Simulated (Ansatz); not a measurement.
`O/C=C/[SiH2]Cl`. Total charge 0; spin multiplicity 1. The geometry is a stationary point of PBE0-D4/def2-TZVP. It is one conformer, not always the lowest.

```xyz
10

O     0.814    1.155   -2.001
C     0.639    0.609   -0.782
C    -0.419   -0.141   -0.473
Si   -0.577   -0.862    1.200
Cl   -2.158   -0.032    2.240
H     1.631    1.660   -2.022
H     1.424    0.819   -0.057
H    -1.170   -0.307   -1.240
H     0.662   -0.580    1.968
H    -0.845   -2.320    1.166
```

Question: What is the dipole moment at r2SCAN/def2-TZVPP? (An estimate is asked.)

Answer: The calculation gave: 3.52 D, with components (3.01, 0.99, -1.52) D in this frame, pointing from negative to positive charge.

Question: And with PBE, B3LYP, ωB97M-V? (Estimate.)

Answer: Ansatz gave: PBE 3.46 D, B3LYP 3.43 D, ωB97M-V 3.43 D.

Question: Give the Mulliken charges with r2SCAN, PBE, ωB97M-V in def2-TZVPP. (An estimate is asked.)

Answer: Computed: 
```
atom  r2SCAN    PBE  ωB97M-V
  O1   -0.27  -0.21    -0.24
  C2    0.14   0.05     0.10
  C3   -0.28  -0.19    -0.28
 Si4    0.51   0.38     0.37
 Cl5   -0.28  -0.25    -0.24
  H6    0.22   0.21     0.19
  H7    0.08   0.07     0.09
  H8    0.07   0.08     0.09
  H9   -0.09  -0.07    -0.04
 H10   -0.08  -0.06    -0.03
```

B3LYP here is the variant with VWN-RPA as its local correlation; programs differ in this.
